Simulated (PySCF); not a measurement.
From one molecule to another.

First species: CH13NSi4.
SMILES: `[SiH3]C[SiH2]N([SiH3])[SiH3]`

Second species: Bromochlorodifluoromethane, CBrClF2.
SMILES: `FC(Cl)(Br)F`

Levels: wB97X-D/def2-SVPD for dipole moment, HOMO energy, LUMO energy, HOMO–LUMO gap, static isotropic polarisability and electronic spatial extent ⟨r²⟩ about the centre of nuclear charge; TDDFT wB97X-D/def2-SVPD for lowest singlet excitation; TDA wB97X-D/def2-SVPD for lowest triplet excitation (Tamm–Dancoff); ΔSCF wB97X-D/def2-SVPD for vertical ionisation energy; PBE0-D3(BJ)/def2-SVP for rotational constant A and rotational constant C. Geometries: PBE0-D3(BJ)/def2-SVP. Each species is one conformer at its optimised geometry, gas phase, non-relativistic unless stated. Electronic properties by PySCF.

The conformers computed, where there is a choice (atom-mapped SMILES and torsion angles):
- `[SiH3:1][CH2:2][SiH2:3][N:4]([SiH3:5])[SiH3:6]`: Si1–C2–Si3–N4 -33°, C2–Si3–N4–Si5 -67°

(1) Which has the higher dipole moment?

(2) Which has the higher static isotropic polarisability?

(3) Which has the higher HOMO energy?

(4) Which has the higher HOMO–LUMO gap?

(5) Which of the two has the higher LUMO energy, and by how much?

(6) Which of the two has the higher vertical ionisation energy, and by how much?

(7) Which of the two has the higher rotational constant C, and by how much?

(8) Which has the higher rotational constant A?

Answers

(1) The first: 0.83 D against 0.44 D, a difference of 0.39 D.

(2) The first: 124.5 au against 50.7 au, a difference of 73.8 au.

(3) The first: -9.37 eV against -10.86 eV, a difference of 1.49 eV.

(4) The second: 11.06 eV against 10.85 eV, a difference of 0.21 eV.

(5) The first: 1.48 eV against 0.20 eV, a difference of 1.28 eV.

(6) The second: 11.47 eV against 9.30 eV, a difference of 2.17 eV.

(7) The second: 1.480 GHz against 0.897 GHz, a difference of 0.583 GHz.

(8) The second: 3.868 GHz against 1.731 GHz, a difference of 2.137 GHz.

On the first: The principal polarisabilities are 119.8, 120.7 and 132.9 au; their mean is the isotropic value. The 10 singlets span 6.35 to 8.21 eV, and their oscillator strengths add up to 0.21.

On the second: The dipole equals about 1.5 × 10⁻³⁰ C·m (1 D = 3.33564 × 10⁻³⁰ C·m). The vertical singlet–triplet gap S1 − T1 is 0.71 eV (TDDFT singlet less Tamm–Dancoff triplet; S1: HOMO→LUMO, weight 0.94; T1: HOMO→LUMO, weight 0.92). The calculation is non-relativistic and has no spin–orbit coupling, an omission that weighs most on bromine.
